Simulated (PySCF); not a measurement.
From computed data to an observable: dipole moment from atomic charges

Zn(OH)(NH2) (H3NOZn), SMILES [NH2][Zn][OH]. Atoms are numbered in the order given.

```xyz
6

Zn     0.0171     0.0178     0.0000
O      1.7934    -0.1257     0.0000
H      2.2696     0.7094     0.0000
N     -1.7997    -0.1088     0.0000
H     -2.2665     0.2618    -0.8179
H     -2.2665     0.2618     0.8179
```

Geometry: B3LYP-D3(BJ)/def2-TZVP. Other conformers were not sampled.

Charges (e) from PBE/def2-TZVPD in PySCF:

| atom | IAO | ESP fit |
|---|---|---|
| Zn1 | 1.324 | 0.656 |
| O2 | -1.066 | -0.624 |
| H3 | 0.355 | 0.259 |
| N4 | -1.131 | -0.758 |
| H5 | 0.259 | 0.234 |
| H6 | 0.259 | 0.234 |

The dipole moment of the full density is 2.31 D.

Question: What dipole moment does each set of point charges give, and which comes closer to that of the density?

Answer: 
μ = Σ q r, and 1 e Å = 4.8032 D.
IAO: Σ q r = (-0.222, 0.668, 0.000) e Å, |μ| = 3.38 D.
ESP fit: Σ q r = (-0.217, 0.479, 0.000) e Å, |μ| = 2.52 D.
ESP fit comes closer in size. Point charges leave out the atoms' own dipoles (lone pairs, polarised bonds); fits to the potential absorb them, partitions of the density don't.
